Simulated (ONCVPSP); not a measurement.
# Rh (Z = 45): excitation energies, all-electron against ONCV

ONCVPSP 4.0.1 input, shortened (lines: element, Z, core and valence counts, functional; n l f; lmax; l rc ep ncon nbas qcut; lloc lpopt rc5 dvloc0; l nproj debl; icmod fcfact rcfact), PBEsol, scalar-relativistic:

```
  Rh 45.00    8    2  -116133      upf
    1    0    2.00
    2    0    2.00
    2    1    6.00
    3    0    2.00
    3    1    6.00
    3    2   10.00
    4    0    2.00
    4    1    6.00
    4    2    8.00
    5    0    1.00
    2
    0    2.50    0.00    4    9    2.00
    1    2.45    0.27    4    8    3.50
    2    2.00    0.00    4    9    9.20
    2    5    2.00    0.00
    0    2    2.50
    1    2    0.80
    2    0    3.40
    3    5.00    1.50
```

Energies are relative to the spin-unpolarised reference configuration 4d8 5s1; without spin polarisation the order of configurations can differ from experiment.

```csv
valence configuration,charge,ΔE all-electron (eV),error AE − PS (meV)
4d7 5s0,+2,26.972,-102
4d6 5s0,+3,59.465,-495
4d7 5s2,0,2.452,-58
```

**Question.** What are ΔE and the potential's error for 4d8 5s0?

**Answer.** ΔE = 7.462 eV all-electron; the error (AE − PS) is -14 meV.

Note: ghosts flagged at negative energy: s at -22.4 eV; GHOST(+) flagged for p at 19.7 eV. A true bound ghost makes a file unfit for plane-wave use.
